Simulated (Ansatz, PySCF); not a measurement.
Gas-phase reaction in SMILES: [c-]1ncccn1 -> [c-]1ccncn1
Each molecule is optimised on its own at B3LYP-D3(BJ)/def2-TZVP (Ansatz, a program for electronic structure). Frequencies are from Ansatz or PySCF.

Wanted: isomerisation energy (0 K, with B3LYP-D3(BJ) harmonic zero-point energies), in eV. Correlated levels leave the core frozen unless marked. No spin-orbit coupling. Non-relativistic unless marked X2C. Anions need diffuse functions: aug- sets have them; def2-D sets add few; the other sets have none. CBS marks a two-point X^-3 extrapolation of the correlation energy; Hartree-Fock from the larger set.

| level | program | isomerisation energy (eV) |
|---|---|---|
| HF/cc-pVDZ | Ansatz | -0.35 |
| HF/cc-pwCVTZ | Ansatz | -0.35 |
| BLYP-D3(BJ)/def2-TZVPD | Ansatz + dftd3 | -0.26 |
| PBE0/def2-SVP | Ansatz | -0.33 |
| BHLYP/def2-TZVPD | Ansatz | -0.32 |
| r2SCAN0/def2-TZVPD | Ansatz | -0.32 |
| HSE06-D4/def2-TZVPD | Ansatz + dftd4 | -0.31 |
| CAM-B3LYP-D4/def2-TZVPD | Ansatz + dftd4 | -0.31 |
| wB97M-V/def2-TZVPD | Ansatz | -0.31 |
| B2PLYP-D4/def2-TZVPD | Ansatz + dftd4 | -0.29 |
| MP2/cc-pVTZ | Ansatz | -0.30 |
| MP2/cc-pVQZ | Ansatz | -0.30 |
| SCS-MP2/6-31G | Ansatz | -0.25 |
| CCSD/STO-3G | Ansatz | -0.07 |
| CCSD/aug-cc-pVQZ | Ansatz | -0.31 |
| CCSD(T)/STO-3G | Ansatz | -0.06 |
| CCSD(T)/6-31G* | Ansatz | -0.28 |
| CCSD(T)/cc-pVQZ | Ansatz | -0.29 |
| X2C-CCSD(T)/cc-pVTZ-DK | Ansatz | -0.29 |
| CCSD(T) with core electrons/cc-pwCVTZ | Ansatz | -0.29 |
| CCSD(T)/CBS(aug-cc-pVTZ,aug-cc-pVQZ) | Ansatz | -0.29 |
